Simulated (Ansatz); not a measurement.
The cluster Sn₄H₈. Total charge 0; singlet. Geometry PBE-D4/def2-SVP, basis def2-TZVP, Ansatz.

```csv
atom,x (Å),y (Å),z (Å)
Sn1,1.560,0.235,-1.142
Sn2,-1.937,-0.665,0.712
Sn3,-0.367,1.669,0.372
Sn4,0.149,-2.677,0.294
H5,-2.705,-0.537,2.272
H6,3.195,-0.046,-0.632
H7,1.129,-1.666,1.427
H8,0.537,2.244,1.741
H9,1.600,0.370,-2.879
H10,-3.235,-0.494,-0.441
H11,-0.803,3.075,-0.560
H12,0.877,-1.509,-1.163
```

```json
{"run": "A", "HOMO (eV)": "-8.00", "LUMO (eV)": "-0.65"}
{"run": "B", "HOMO (eV)": "-5.61", "LUMO (eV)": "-2.84"}
{"run": "C", "HOMO (eV)": "-8.31", "LUMO (eV)": "-0.39"}
{"run": "D", "HOMO (eV)": "-5.43", "LUMO (eV)": "-2.97"}
{"run": "E", "HOMO (eV)": "-6.20", "LUMO (eV)": "-2.28"}
```

In the def2 sets Sn takes a core potential; there is no spin–orbit coupling. LC-ωPBE has ω = 0.4 bohr⁻¹. The structure comes from a short search, and lower isomers may exist.

Problem. The runs used LC-ωPBE, PBE, PBE0, r2SCAN, ωB97M-V. Estimate which is which.

Solution. A ωB97M-V (range-separated); B r2SCAN (0 % exact exchange); C LC-ωPBE (range-separated); D PBE (0 % exact exchange); E PBE0 (25 % exact exchange). Exact exchange lowers occupied and raises empty levels; among semilocal functionals meta-GGAs tend to open the gap a little, and such runs are hard to tell apart. The gap grows from 2.46 eV (PBE) to 7.92 eV (LC-ωPBE).
